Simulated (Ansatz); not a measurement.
A structure relaxed at B3LYP-D4/def2-SVP in Ansatz, charge 0, singlet:

```xyz
6

Cu   -0.9057    1.8024    0.9626
Cu   -0.5972    0.2564   -1.0159
Cu    0.9359   -1.7428   -0.9672
Cu    0.5491   -0.2678    1.0408
Se   -1.0750   -1.8469    0.1294
Se    1.0928    1.7988   -0.1498
```

(1) Give its formula.

(2) Summarise the bond lengths by kind (pairs closer than 1.2 times the sum of covalent radii, bridged metal pairs left out).

Answers

(1) Cu₄Se₂.

(2) 6 × Cu–Se 2.29 to 2.45 Å.

The relaxation made no stability test and no search for a lower SCF solution. No other spin state of charge 0 was run. Another isomer (singlet) lies 0.15 eV lower at PBE-D4/def2-TZVP; other spin states weren't run for this one.
